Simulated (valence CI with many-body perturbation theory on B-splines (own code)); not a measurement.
Results of a calculation; reference values are marked as such.
Au65+: what each term of the Hamiltonian does

Method: relativistic CI+MBPT: four valence electrons over a frozen Dirac-Fock core [Ne], a basis of 11 s, 11 p, 9 d, 7 f, 5 g, 2 h, 1 i functions for each j, with the one-electron correlation potential Σ1 (screened to all orders), the two-electron term Σ2, the three-electron term Σ3, Breit, model QED; selected single and double excitations, second order for the rest (own B-spline code, finite nucleus).

No measured spectrum was set against this ion. As an estimate, large intervals hold to a few tenths of a per cent, small ones and those within an open d or f shell to about a per cent.

Each rung adds one term. CI alone is the Dirac-Coulomb CI over the frozen core; QED comes last and gives the full result, which names the levels. Energies are above (3s^2 3p1/2^2) J=0 on the same rung, in eV.

Levels are named by their leading jj configuration (3d3/2^4 stands for four electrons in 3d with j = 3/2), which in mixed levels can hold well under half, so a name can repeat and another be missing. Letters in brackets count levels of one name in rising energy.

| Level | CI alone | + Σ1 | + Σ2 | + Σ3 | + Breit | Full |
| --- | --- | --- | --- | --- | --- | --- |
| (3s^2 3p1/2 3p3/2) J=1 | 484.7 | 484.9 | 485.1 | 485.1 | 479.2 | 479.7 |
| (3s^2 3p1/2 3p3/2) J=2 | 495.3 | 495.6 | 495.7 | 495.7 | 489.2 | 489.6 |
| (3s 3p1/2^2 3p3/2) J=2 | 674.2 | 674.2 | 674.2 | 674.3 | 672.9 | 667.7 |
| (3s 3p1/2^2 3p3/2) J=1 | 703.4 | 703.4 | 703.2 | 703.3 | 701.3 | 696.9 |
| (3s^2 3p1/2 3d3/2) J=2 | 727.2 | 727.2 | 727.1 | 727.1 | 719.6 | 718.8 |
| (3s^2 3p1/2 3d3/2) J=1 | 776.3 | 776.2 | 775.4 | 775.3 | 769.5 | 767.9 |
| (3s^2 3p1/2 3d5/2) J=2 | 860.9 | 861.0 | 860.6 | 860.5 | 851.0 | 850.5 |
| (3s^2 3p1/2 3d5/2) J=3 | 863.3 | 863.5 | 863.2 | 863.1 | 852.5 | 852.0 |
| (3s 3p1/2^2 3d3/2) J=1 | 920.3 | 920.0 | 919.7 | 919.7 | 918.1 | 911.6 |
| (3s 3p1/2^2 3d3/2) J=2 | 928.9 | 928.6 | 928.3 | 928.2 | 926.2 | 919.7 |
| (3s^2 3p3/2^2) J=2 | 987.5 | 987.9 | 988.3 | 988.3 | 976.3 | 977.2 |
| (3s^2 3p3/2^2) J=0 | 1008.9 | 1009.4 | 1009.6 | 1009.6 | 998.3 | 999.2 |
| (3s 3p1/2^2 3d5/2) J=3 | 1050.0 | 1049.8 | 1049.4 | 1049.3 | 1044.2 | 1038.0 |
| (3s 3p1/2^2 3d5/2) J=2 | 1064.9 | 1064.7 | 1064.2 | 1064.1 | 1059.4 | 1053.2 |
| (3s 3p1/2 3p3/2^2) J=2 [a] | 1147.9 | 1148.0 | 1148.4 | 1148.5 | 1141.5 | 1136.8 |
| (3s 3p1/2 3p3/2^2) J=3 | 1169.8 | 1170.0 | 1170.2 | 1170.3 | 1162.0 | 1157.4 |
| (3s 3p1/2 3p3/2^2) J=0 | 1180.0 | 1180.2 | 1180.5 | 1180.5 | 1173.5 | 1169.4 |
| (3s 3p1/2 3p3/2^2) J=2 [b] | 1197.3 | 1197.4 | 1197.4 | 1197.5 | 1188.5 | 1185.0 |
| (3s 3p1/2 3p3/2^2) J=1 [a] | 1197.6 | 1197.8 | 1197.8 | 1197.8 | 1189.9 | 1185.9 |

**Question.** How does the ionisation energy move along the ladder, and which term matters most?

**Answer.** CI alone 7770.6, + Σ1 7771.9, + Σ2 7772.0, + Σ3 7771.8, + Breit 7758.8, + QED 7758.4 eV. The largest step is Breit, -13.0 eV. NIST lists 7760 ± 30 eV (theoretical).
